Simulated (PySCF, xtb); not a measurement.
C5H5Cl, SMILES C#CC/C=C/Cl.

xtb with GFN2-xTB at its own geometry gives an orbital gap of 4.65 eV and a dipole moment of 1.81 D.

Geometry: B3LYP-D3(BJ)/def2-SVP. The structure was generated by enumeration; whether it is a known compound was not checked. Other conformers were not sampled.

**Question.** What does B3LYP/def2-TZVP (PySCF) give? (The exact figures need the calculation; the answer reports its results.)

**Answer.** gap 6.59 eV (levels -7.17 and -0.58 eV), dipole 1.40 D.
